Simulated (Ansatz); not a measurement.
`CBS[SiH3]`, relaxed with RKS PBE0-D4/def2-TZVP in the Gaussian-basis code of Ansatz from a PBE-D4/def2-SVP geometry. The force threshold is 0.005 eV/Å; the program also tests the step.

Charge 0, multiplicity 1.

Start:

```xyz
11

C     0.455   -0.029   -2.198
B     0.000   -0.138   -0.704
S     0.834    0.823    0.577
Si   -0.308    0.175    2.317
H     0.701   -1.043   -2.586
H     1.315    0.643   -2.386
H    -0.405    0.312   -2.816
H    -0.925   -0.867   -0.381
H    -1.762    0.510    2.146
H     0.245    0.917    3.500
H    -0.150   -1.303    2.530
```

Problem. By how much does the energy fall, and how many steps does the optimiser take? (An estimate is asked.)

Solution. The calculation gave: 3.75 kJ/mol, in 7 steps.

Problem. Which bonds change most? (Best estimate.)

Solution. The calculation gave: S3–Si4 from 2.180 to 2.149 Å; B2–H8 from 1.221 to 1.200 Å; Si4–H11 from 1.502 to 1.483 Å; Si4–H9 from 1.502 to 1.483 Å.

Problem. Give the relaxed structure. (Best estimate.)

Solution. The calculation gave: 
```xyz
11

C     0.446   -0.032   -2.177
B    -0.001   -0.132   -0.690
S     0.827    0.822    0.581
Si   -0.304    0.176    2.290
H     0.718   -1.029   -2.545
H     1.279    0.648   -2.364
H    -0.406    0.278   -2.794
H    -0.907   -0.850   -0.369
H    -1.736    0.525    2.123
H     0.250    0.884    3.471
H    -0.166   -1.289    2.475
```
